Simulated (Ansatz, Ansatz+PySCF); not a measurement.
```xyz
6

C     0.0106    0.0137   -1.1503
C     0.0197    0.0219    0.2841
N     0.0269   -0.0121    1.4298
H     0.0046   -1.0139   -1.5796
H    -0.8978    0.4860   -1.5556
H     0.9067    0.4954   -1.5382
```

Basis set: def2-SVP (spherical functions). Left uncorrelated: 3 orbitals. Charge 0, multiplicity 3.

Computed with Ansatz (development build ahead of 0.2.0); each method stands on the lowest determinant of its kind that the runs found.

The atomization energy at this shape (free ground-state atoms in the same class of orbitals less the molecule, no zero-point energy) of triplet C₂H₃N:

| method | atomization energy |
| --- | --- |
| UHF | 1271.6 kJ/mol |

(1) What does UHF-MP2 give?

Answers

(1) 1758.7 kJ/mol. Caution: another spin multiplicity may lie lower; the shape is not the minimum.
